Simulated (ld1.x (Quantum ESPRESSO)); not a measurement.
## Building the TM potential for In (PBE, scalar-relativistic).

ld1.x (Quantum ESPRESSO) 7.5 input, shortened:

```
&input
   title='In', zed=49., rel=1, dft='PBE', iswitch=3,
   config='[Kr] 4d10 5s2 5p0'
 /
 &inputp
   pseudotype=2, tm=.true., lloc=2,
   nlcc=.true., new_core_ps=.true., rcore=1.00
 /
3
4S  1  0   2.00   0.00  1.30  1.30  0.0
4P  2  1   6.00   0.00  1.60  1.60  0.0
4D  3  2  10.00   0.00  1.35  1.35  0.0
 &test
   configts(1)='4s2 4p6 4d10 5s2 5p0'
 /
```

Occupied shells without a wave of their own: 5s. They enter only through the test configuration that unscreens the potential, and ld1.x also counts them in the model core charge.

All-electron outer shells of the reference configuration (PBE, scalar-relativistic, ld1.x):

```json
{"shell": "3d", "level (eV)": "-440.17", "outermost node (bohr)": "–", "outermost maximum (bohr)": "0.26"}
{"shell": "4s", "level (eV)": "-127.12", "outermost node (bohr)": "0.41", "outermost maximum (bohr)": "0.77"}
{"shell": "4p", "level (eV)": "-85.60", "outermost node (bohr)": "0.42", "outermost maximum (bohr)": "0.82"}
{"shell": "4d", "level (eV)": "-26.07", "outermost node (bohr)": "0.40", "outermost maximum (bohr)": "0.94"}
{"shell": "5s", "level (eV)": "-14.92", "outermost node (bohr)": "1.02", "outermost maximum (bohr)": "2.11"}
{"shell": "5p", "level (eV)": "-8.43", "outermost node (bohr)": "1.14", "outermost maximum (bohr)": "2.64"}
```

(1) Estimate the cutoffs (Ry, on a coarse ladder) from which the occupation-weighted sum of valence levels, in a spherical-Bessel basis at the reference potential, stays within 10 and 1 mRy of its value at 400 Ry.

(2) What does a ghost test show?

(3) Tests: 4s2 4p6 4d10 5s2 5p1; 4s2 4p6 4d10 5s1 5p0; 4s2 4p6 4d10 5s0 5p0; 4s2 4p6 4d10 5s0 5p3; 4s2 4p6 4d9 5s2 5p2; 4s2 4p6 4d9 5s2 5p1; 4s2 4p6 4d10 5s2 5p1.3. Which has the largest error in its energy relative to the reference configuration, and how large is it?

Results:

(1) 100 Ry and 160 Ry.

(2) No extra level below or beside the all-electron valence levels (s, p, d, f tested).

(3) 4s2 4p6 4d10 5s0 5p0, with -3381 meV (all-electron minus pseudo) on +47.55 eV.

ld1.x takes every shell without a wave as core, so the model core holds the 5s electrons as well and exchange and correlation see them twice. This cancels in the reference configuration, but the file is broken for other ones, and its errors say nothing about a proper core correction.
